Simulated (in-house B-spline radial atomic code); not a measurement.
A fraction x of an electron is removed from 2p in Mg III (Mg2+), starting from [He] 2s2 2p6 and keeping the highest spin. Level of theory: scalar-relativistic (X2C) CAM-B3LYP, spin-polarised, spherical fractional occupations, Fermi nucleus of rms radius 3.057 fm; calculated with a radial B-spline atomic code at the basis-set limit.

Caution: exact exchange at fractional occupations of open shells leaves self-interaction of up to several eV.

```
   x  E(x) - E(0) (eV)  2p down level (eV)
   0            0.0000             -72.183
0.07            5.1101             -73.822
0.23           17.2241             -77.614
0.25           18.7812             -78.092
0.49           38.2182             -83.906
 0.5           39.0585             -84.151
0.51           39.9012             -84.396
0.75           60.8686             -90.354
0.77           62.6807             -90.856
0.93           77.5408             -94.906
   1           84.2468             -96.695
```

The exact functional would give a straight line between the two integer points. Deviations E(x) - E(0) - x[E(1) - E(0)], in eV: -0.787 at x = 0.07, -2.153 at x = 0.23, -2.28 at x = 0.25, -3.063 at x = 0.49, -3.065 at x = 0.5, -3.065 at x = 0.51, -2.316 at x = 0.75, -2.189 at x = 0.77, -0.809 at x = 0.93.

The curve lies below the straight line by up to 3.065 eV (at x = 0.5): convex, the delocalisation error, to which spherically averaged exact exchange adds.

Problem. How well does Slater's transition state (minus the level at half occupation) give the ionisation energy?

Solution. It gives 84.151 eV against 84.247 eV from the two total energies; NIST lists 80.14 eV, ground level to ground level. The end point has an open shell averaged over its orbitals, so its exact exchange keeps a self-interaction and this is no true integer point.
